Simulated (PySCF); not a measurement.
## A small calculation by hand: chemical shift, span and skew from a shielding tensor

Ge(H)3(PH2) (GeH5P), SMILES [PH2][GeH3]. Atoms are numbered in the order given.

```xyz
7

Ge    -0.7397    -0.0032     0.0000
P      1.5975     0.1190     0.0000
H     -1.2564     0.7260     1.2523
H     -1.2564     0.7260    -1.2523
H     -1.2740    -1.4468     0.0000
H      1.7472    -0.8434     1.0323
H      1.7472    -0.8434    -1.0323
```

The structure is a stationary point at B3LYP-D3(BJ)/def2-TZVP.

GIAO shieldings from PBE0/pcSseg-2 (PySCF), non-relativistic, no solvent. The symmetric part of the tensor of P2 has the principal values 540.4, 577.6, 667.9 ppm. The same nucleus in PH3 has σ = 579.7 ppm at this level (PySCF, at its B3LYP-D3(BJ)/def2-TZVP geometry).

Task: Work out the isotropic shielding, the ³¹P shift against PH3, the span and the skew.

Result: 
σ(iso) = (σ11 + σ22 + σ33)/3 = 595.3 ppm. δ = σ(ref) − σ(iso) = 579.7 − (595.3) = -15.6 ppm.
Span Ω = σ33 − σ11 = 127.5 ppm. Skew κ = 3(σ(iso) − σ22)/Ω = 0.42. Tumbling in solution averages the tensor to δ; in a static solid the shielding alone would spread this spin-1/2 line over Ω.
